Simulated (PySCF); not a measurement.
# Cost of excited-state runs on SMILES O=Cc1cpccp1, C5H4OP2

Geometry:
```tsv
atom	x (Å)	y (Å)	z (Å)
O1	3.220	-0.087	-0.206
C2	2.300	0.402	0.396
C3	0.873	0.147	0.142
C4	0.545	-0.729	-0.877
P5	-1.011	-1.245	-1.432
C6	-2.079	-0.368	-0.366
C7	-1.770	0.503	0.645
P8	-0.207	1.025	1.206
H9	2.468	1.117	1.229
H10	1.394	-1.156	-1.405
H11	-3.133	-0.553	-0.549
H12	-2.599	0.944	1.191
```

PySCF with density fitting, on 1 thread of an Arm Neoverse N1, shared host. Command: `OMP_NUM_THREADS=1 python excited_run.py task.json out`

(1) How long does each of these runs take, and how much memory?
- magnetisability and related constants, BHandHLYP/pcSseg-1; isotopologues
- magnetisability and related constants, HSE06/6-31G*; IEF-PCM dichloromethane

Answers

(1) 
```
                                  run               level  basis functions  wall time  peak memory (GiB)
magnetisability and related constants  BHandHLYP/pcSseg-1              170       38 s               0.75
magnetisability and related constants        HSE06/6-31G*              128       41 s               0.75
```
Times from a shared host are rough.
